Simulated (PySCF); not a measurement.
Computed with CAM-B3LYP-D3(BJ)/def2-TZVP in PySCF. Isolated molecules, 0 K electronic values unless said otherwise. One relaxed conformer stands for a flexible species; it need not be the lowest. Excitations are Tamm–Dancoff values on a coarser integration grid. The basis has no diffuse functions, so Rydberg states are missing or too high.

Reference species (SMILES): `[CH3][Al]([CH3])[SH]` (C–Al–S–H torsion 179°) (neutral, multiplicity 1).

```
Quantity              Result
-------------------  -------
S1 excitation (TDA)  6.20 eV
S1–T1 gap (TDA)      0.73 eV
```

Changed species: `[CH3][Al]([CH3])[CH3]` (0 of 3 CH3 replaced by SH; the reference has 1 of 3 CH3 replaced by SH).

### Question
What does the change do to the S1 excitation (TDA) and S1–T1 gap (TDA)?

### Answer
the S1 excitation (TDA) drops by 0.38 eV, to 5.82 eV; the S1–T1 gap (TDA) falls by 0.42 eV, to 0.31 eV.
